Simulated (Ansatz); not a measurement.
`C[SiH2]C(N)=O` → `[CH2]` (triplet) + `NC(=O)[SiH3]` at 400 K and 1 bar (formal loss of a carbene).

Computed with Ansatz on PBE0-D4/def2-TZVP structures; ΔE is electronic, products minus reactants. CBS: MP2 limit from def2 TZ/QZ plus the TZ coupled-cluster correction, frozen cores. This one scheme is used for every species. Triplets are unrestricted, without spin–orbit coupling. One conformer a species, not always the lowest.

```csv
species,CCSD(T)/CBS energy (Eh),H − E (kJ/mol),S (J/(mol·K))
`C[SiH2]C(N)=O`,-499.28646,271.2,389.7
`[CH2]` (triplet),-39.09499,59.0,205.7
`NC(=O)[SiH3]`,-460.00765,187.4,343.6
```

H − E and S are ideal-gas, rigid-rotor, harmonic terms from PBE0-D4/def2-TZVP, for one conformer and one mirror image of each species, with the whole ground term of open shells counted as degenerate. 1 Eh = 2625.50 kJ/mol, R = 8.31446 J/(mol·K).

**Question.** By hand: ΔE, ΔH, ΔS and ΔG.

**Answer.** ΔE = (-39.09499) + (-460.00765) − (-499.28646) = 0.18382 Eh = 482.6 kJ/mol. Δ(H − E) = 59.0 + 187.4 − 271.2 = -24.8, so ΔH = 457.8 kJ/mol. ΔS = 205.7 + 343.6 − 389.7 = 159.6 J/(mol·K). ΔG = 457.8 − 400 × (159.6)/1000 = 394.0 kJ/mol.

**Question.** By hand: the equilibrium constant, and the temperature at which ΔG would vanish if ΔH and ΔS stayed fixed.

**Answer.** log₁₀ K = −ΔG/(RT ln 10) = -51.5. ΔG = 0 at ΔH/ΔS = 2868 K, far beyond where these terms or the molecules hold.

The number of gas molecules changes by +1, which sets the sign of ΔS. A doubt of 5 kJ/mol in ΔE shifts log₁₀ K by 0.7 here. Other conformers and mirror images would add mixing entropy, several J/(mol·K) or more a flexible species. Modes under 60 cm⁻¹, often nearly free rotors, make the harmonic entropy too high. A triplet takes part, so the spin changes. These are equilibria of isolated gas molecules and say nothing of rates. Largest T1 diagnostic: 0.016 (customary marks: 0.02 for closed shells, 0.045 for open ones).
